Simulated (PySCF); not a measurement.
**How methods differ on the ionisation energy of Sr³⁰⁺**

Sr³⁰⁺ [He] 2s2 2p4 (3P) → Sr³¹⁺ [He] 2s2 2p3 (4S), as a difference of total energies. Calculation: PySCF 2.14, in an uncontracted even-tempered set (20 s from 8.7 bohr⁻², ratio 2.2; 12 p from 11 bohr⁻², ratio 2.2; 6 d from 52 bohr⁻², ratio 2.4; 5 f from 77 bohr⁻², ratio 2.4; 4 g from 120 bohr⁻², ratio 2.4); the spin-free X2C one-electron Hamiltonian (Gaussian nucleus). Correlated levels: nothing frozen; virtual orbitals above 40 to 60 times the deepest correlated orbital energy dropped. The calculations carry no spin-orbit coupling.

| method | ionisation energy (eV) |
| --- | --- |
| UHF | 3664.8 |
| MP2 (all electrons) | 3666.4 |
| SCS-MP2 (all electrons) | 3666.5 |
| CCSD (all electrons) | 3666.4 |
| CCSD(T) (all electrons) | 3666.4 |

Spin-orbit coupling is strong in these open shells (close to jj coupling). The scalar numbers leave it out and a first-order estimate fails, so it can dominate the gap to the real levels.

For this ion Breit and QED terms and the two-electron picture change, all absent here, outweigh the differences among the correlated methods.

For comparison: 3664 ± 8 eV (semi-empirical (NIST evaluation); NIST Atomic Spectra Database, ionization energies).
